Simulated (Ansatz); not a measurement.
Isolated molecules relaxed with PBE0-D4/def2-TZVP in Ansatz; ΔE leaves out vibrations. CCSD(T)/CBS is the MP2 limit (def2-TZVPP, def2-QZVPP) plus CCSD(T) − MP2 in def2-TZVPP, frozen cores. Functionals use def2-TZVPP. B3LYP here is the variant with VWN-RPA as its local correlation; programs differ in this. One conformer a species, not always the lowest.

Consider the substitution at a C–O bond: `COC(N)(O)F` + `CB(O)S` → `CSB(C)O` + `NC(O)(O)F`.

```tsv
level	ΔE (kcal/mol)	difference from CCSD(T)/CBS
PBE-D4	-9.1	-0.3
r2SCAN-D4	-8.6	0.2
PBE0-D4	-9.2	-0.4
B3LYP-D4	-7.9	0.9
ωB97M-V	-8.3	0.5
B2PLYP	-8.0	0.8
r2SCAN	-8.6	0.2
PBE0	-9.0	-0.2
B3LYP	-7.5	1.3
HF/def2-TZVPP	-6.2	2.6
CCSD(T)/def2-TZVPP	-7.9	0.9
MP2/def2-QZVPP	-9.9	-1.1
SCS-MP2/def2-QZVPP	-8.8	0.0
HF/CBS(def2)	-6.2	2.6
MP2/CBS(def2)	-10.3	-1.5
CCSD/CBS(def2)	-8.5	0.3
CCSD(T)/CBS	-8.8	0
```

Largest T1 diagnostic among the species: 0.012.

In def2-TZVPP, CCSD(T) changes the Hartree–Fock value by −1.7 kcal/mol (the triples alone add −0.3 kcal/mol) and MP2 by −3.2 kcal/mol.
